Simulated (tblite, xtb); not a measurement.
C4H11Ge, doublet, geometry from GFN2-xTB. Base run: xtb 6.7.1 with GFN1-xTB.

The xtb input:
```
$ xtb mol.xyz --gfn 1 --uhf 1 --json

# file mol.xyz
16

C     -1.85035356     1.56009507     0.14592461
C     -1.57669076     0.11504733    -0.06642678
C     -2.07325179    -0.86283119     0.93630274
C     -0.47103887    -0.27125152    -0.93856462
Ge     1.35925460    -0.13968053    -0.06768165
H     -2.85248235     1.71641892     0.54198171
H     -1.74655752     2.11849549    -0.78413121
H     -1.14053095     1.99270829     0.86601577
H     -1.39644362    -0.91652367     1.80145150
H     -2.13128078    -1.86437527     0.51056702
H     -3.05654015    -0.57954374     1.30802397
H     -0.56352042    -1.30878474    -1.26621876
H     -0.41699272     0.36701745    -1.82302937
H      1.48452088    -1.01152390     1.14606699
H      2.47398997    -0.54191736    -0.99123372
H      1.67770040     1.25144752     0.39290304
```

Programs used: tblite, xtb; a row that names a program was run with it.

Each row names what was changed in the base input (with any setting that the change needs).

```csv
change,ΔE vs base (mEh),dipole (D),G_solv (kcal/mol),SCF cycles
base,0.000,1.25,-,11
etemp = 5000,-2.799,1.56,-,11
"program = tblite; method = gfn1; option = (--alpb, water)",1.531,-,-,-
program = tblite; method = gfn1; option = --grad,-0.003,-,-,-
etemp = 1000,0.000,1.25,-,11
program = tblite; method = gfn1,-0.003,-,-,-
acc = 1000,0.010,1.23,-,6
etemp = 10000,-33.997,2.00,-,13
alpb = ch2cl2,-7.852,1.34,-4.95,11
gbsa = methanol,-5.351,1.39,-3.41,11
acc = 0.1,0.000,1.25,-,12
```

ALPB and GBSA are two models with their own fitted parameters for each solvent, which aren't always the measured dielectric constant.
